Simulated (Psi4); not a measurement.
C6H11O (SMILES [CH2]C(=O)CC(C)C), doublet (typed; the unrestricted solution is spin-contaminated), geometry from GFN2-xTB; Psi4 with MP2/STO-3G.

Here is a job for Psi4.
```
memory 2 GB

molecule {
0 2
C     2.20591404   -0.44031400   -0.45736849
C     1.09196265    0.41268942   -0.33583232
O     0.74406726    1.18356321   -1.23663528
C     0.33877984    0.38585523    0.98522440
C    -1.05395983   -0.24932639    0.79482052
C    -1.93197516    0.63147546   -0.08384838
C    -0.94128819   -1.65817365    0.21568997
H     2.84814120   -0.34666925   -1.31626420
H     2.53069654   -1.06534200    0.35393873
H     0.20910406    1.41361474    1.32870449
H     0.90023319   -0.17200020    1.73410466
H    -1.50758209   -0.31944056    1.79155030
H    -2.87003799    0.13169946   -0.31408151
H    -2.15062661    1.57484584    0.41159759
H    -1.41826622    0.85243457   -1.01942306
H    -0.56382848   -1.62273750   -0.80360340
H    -0.26927935   -2.27087201    0.81307424
H    -1.91769218   -2.13727504    0.20137047
}

set {
  basis sto-3g
  reference uhf
}

energy('mp2')
print_variables()
```

It wrote (shortened):

```
    SCF Algorithm Type (re)set to DF.

   => Loading Basis Set <=

    Name: STO-3G
    Role: ORBITAL
    Keyword: BASIS

         ---------------------------------------------------------
                                   SCF
               by Justin Turney, Rob Parrish, Andy Simmonett
                          and Daniel G. A. Smith
                              UHF Reference
         ---------------------------------------------------------

  ==> Geometry <==

    Molecular point group: c1
    Full point group: C1

    Geometry (in Angstrom), charge = 0, multiplicity = 2:

       Center              X                  Y                   Z               Mass
    ------------   -----------------  -----------------  -----------------  -----------------
         C            2.163802854736    -0.479925257653    -0.425578458124    12.000000000000
         C            1.049851464736     0.373078162347    -0.304042288124    12.000000000000
         O            0.701956074736     1.143951952347    -1.204845248124    15.994914619570
         C            0.296668654736     0.346243972347     1.017014431876    12.000000000000
         C           -1.096071015264    -0.288937647653     0.826610551876    12.000000000000
         C           -1.974086345264     0.591864202347    -0.052058348124    12.000000000000
         C           -0.983399375264    -1.697784907653     0.247480001876    12.000000000000
         H            2.806030014736    -0.386280507653    -1.284474168124     1.007825032230
         H            2.488585354736    -1.104953257653     0.385728761876     1.007825032230
         H            0.166992874736     1.374003482347     1.360494521876     1.007825032230
         H            0.858122004736    -0.211611457653     1.765894691876     1.007825032230
         H           -1.549693275264    -0.359051817653     1.823340331876     1.007825032230
         H           -2.912149175264     0.092088202347    -0.282291478124     1.007825032230
         H           -2.192737795264     1.535234582347     0.443387621876     1.007825032230
         H           -1.460377405264     0.812823312347    -0.987633028124     1.007825032230
         H           -0.605939665264    -1.662348757653    -0.771813368124     1.007825032230
         H           -0.311390535264    -2.310483267653     0.844864271876     1.007825032230
         H           -1.959803365264    -2.176886297653     0.233160501876     1.007825032230

  Running in c1 symmetry.

  Rotational constants: A =      0.12816  B =      0.06934  C =      0.05703 [cm^-1]
  Rotational constants: A =   3842.09201  B =   2078.70119  C =   1709.80072 [MHz]
  Nuclear repulsion =  311.788476750363714

  Charge       = 0
  Multiplicity = 2
  Electrons    = 55
  Nalpha       = 28
  Nbeta        = 27

  ==> Algorithm <==

  SCF Algorithm Type is DF.
  DIIS enabled.
  MOM disabled.
  Fractional occupation disabled.
  Guess Type is SAD.
  Energy threshold   = 1.00e-08
  Density threshold  = 1.00e-08
  Integral threshold = 1.00e-12

  ==> Primary Basis <==

  Basis Set: STO-3G
    Blend: STO-3G
    Number of shells: 32
    Number of basis functions: 46
    Number of Cartesian functions: 46
    Spherical Harmonics?: true
    Max angular momentum: 1

   => Loading Basis Set <=

    Name: (STO-3G AUX)
    Role: JKFIT
    Keyword: DF_BASIS_SCF

  ==> Integral Setup <==

  SCF_SUBTYPE=INCORE selected. In-core MEM_DF algorithm will be used.
  Using in-core AOs.

  ==> MemDFJK: Density-Fitted J/K Matrices <==

    J tasked:                   Yes
    K tasked:                   Yes
    wK tasked:                   No
    Algorithm:                 Core
    Schwarz Cutoff:           1E-12
    Mask sparsity (%):       1.4178
    Fitting Condition:        1E-10

   => Auxiliary Basis Set <=

  Basis Set: (STO-3G AUX)
    Blend: DEF2-UNIVERSAL-JKFIT
    Number of shells: 241
    Number of basis functions: 725
    Number of Cartesian functions: 847
    Spherical Harmonics?: true
[...]
[...]
      28A     -0.345794

    Alpha Virtual:

[...]
    Beta Occupied:

[...]
    Beta Virtual:

[...]
      46A      1.031640

    Final Occupation by Irrep:
              A
    DOCC [    27 ]
    SOCC [     1 ]
    NA   [    28 ]
    NB   [    27 ]

  @DF-UHF Final Energy:  -304.65667214602644

   => Energetics <=

    Nuclear Repulsion Energy =            311.7884767503637136
    One-Electron Energy =               -1033.3530431714568749
    Two-Electron Energy =                 416.9078942750666670
    Total Energy =                       -304.6566721460264375

  UHF NO Occupations:
  HONO-2 :   26  A 1.9966624
  HONO-1 :   27  A 1.8433158
  HONO-0 :   28  A 1.0000000
  LUNO+0 :   29  A 0.1566842
  LUNO+1 :   30  A 0.0033376
  LUNO+2 :   31  A 0.0017432
  LUNO+3 :   32  A 0.0013201

Computation Completed

Properties will be evaluated at   0.000000,   0.000000,   0.000000 [a0]

Properties computed using the SCF density matrix

 Multipole Moments:

 ------------------------------------------------------------------------------------
     Multipole            Electronic (a.u.)      Nuclear  (a.u.)        Total (a.u.)
 ------------------------------------------------------------------------------------

 L = 1.  Multiply by 2.5417464519 to convert [e a0] to [Debye]
 Dipole X            :          4.5871157           -4.3768229            0.2102928
 Dipole Y            :          3.7575662           -4.1169933           -0.3594271
 Dipole Z            :         -2.8940805            3.3040955            0.4100150
 Magnitude           :                                                    0.5843999

 ------------------------------------------------------------------------------------

  //>>>>>>>>>>>>>>>>>>>>>>>>>>>>>>>>>>>//
  //               DFMP2               //
  //<<<<<<<<<<<<<<<<<<<<<<<<<<<<<<<<<<<//

   => Loading Basis Set <=

    Name: (STO-3G AUX)
    Role: RIFIT
    Keyword: DF_BASIS_MP2

	 --------------------------------------------------------
	                          DF-MP2
	      2nd-Order Density-Fitted Moller-Plesset Theory

	        Rob Parrish, Justin Turney, Andy Simmonett,
	           Ed Hohenstein, and C. David Sherrill
	 --------------------------------------------------------

	 --------------------------------------------------------
	                 NBF =    46, NAUX =   490
	 --------------------------------------------------------
	   CLASS    FOCC     OCC    AOCC    AVIR     VIR    FVIR
	   ALPHA       0      28      28      18      18       0
	    BETA       0      27      27      19      19       0
	 --------------------------------------------------------

	-----------------------------------------------------------
	 ==================> DF-MP2 Energies <====================
	-----------------------------------------------------------
	 Reference Energy          =    -304.6566721460264375 [Eh]
	 Singles Energy            =      -0.0000000000000000 [Eh]
	 Same-Spin Energy          =      -0.0432559495891078 [Eh]
	 Opposite-Spin Energy      =      -0.2735430323184593 [Eh]
	 Correlation Energy        =      -0.3167989819075671 [Eh]
	 Total Energy              =    -304.9734711279339763 [Eh]
	-----------------------------------------------------------
	 ================> DF-SCS-MP2 Energies <==================
	-----------------------------------------------------------
	 SCS Same-Spin Scale       =       0.3333333333333333 [-]
	 SCS Opposite-Spin Scale   =       1.2000000000000000 [-]
	 SCS Same-Spin Energy      =      -0.0144186498630359 [Eh]
	 SCS Opposite-Spin Energy  =      -0.3282516387821512 [Eh]
	 SCS Correlation Energy    =      -0.3426702886451871 [Eh]
	 SCS Total Energy          =    -304.9993424346716324 [Eh]
	-----------------------------------------------------------

  Variable Map:
  ----------------------------------------------------------------------------
[...]
  Array Variable Map:
  ----------------------------------------------------------------------------
[...]
[...]
```
